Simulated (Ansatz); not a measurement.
Consider the hydrogenolysis of a C–F bond: `F/C=C(\[SiH3])CF` + H₂ → `C=C([SiH3])CF` + H–F.

Program: Ansatz. Geometries: PBE0-D4/def2-TZVP. ΔE: electronic, gas phase. CCSD(T)/CBS adds triple-zeta CCSD(T) − MP2 to the extrapolated MP2 energy (def2 sets, frozen cores). This one scheme is used for every species. DFT in def2-TZVPP. B3LYP here is the variant with VWN-RPA as its local correlation; programs differ in this. One conformer a species, not always the lowest.

```json
{"level": "B3LYP-D4", "ΔE (eV)": "-0.86"}
{"level": "ωB97M-V", "ΔE (eV)": "-0.87"}
{"level": "PBE0", "ΔE (eV)": "-0.91"}
{"level": "B3LYP", "ΔE (eV)": "-0.88"}
{"level": "HF/def2-TZVPP", "ΔE (eV)": "-1.01"}
{"level": "MP2/def2-QZVPP", "ΔE (eV)": "-1.05"}
{"level": "HF/CBS(def2)", "ΔE (eV)": "-1.02"}
{"level": "CCSD/CBS(def2)", "ΔE (eV)": "-1.06"}
```

Q: What does CCSD(T)/CBS give? (Best estimate.)

A: The calculation gave: -1.02 eV. The listed levels differ from it by 0.16, 0.15, 0.11, 0.14, 0.01, -0.03, 0.00, -0.04 eV.

Largest T1 diagnostic among the species: 0.012.

From PBE to PBE0 (25 % exact exchange), in def2-TZVPP and without D4, ΔE moves by −0.09 eV.
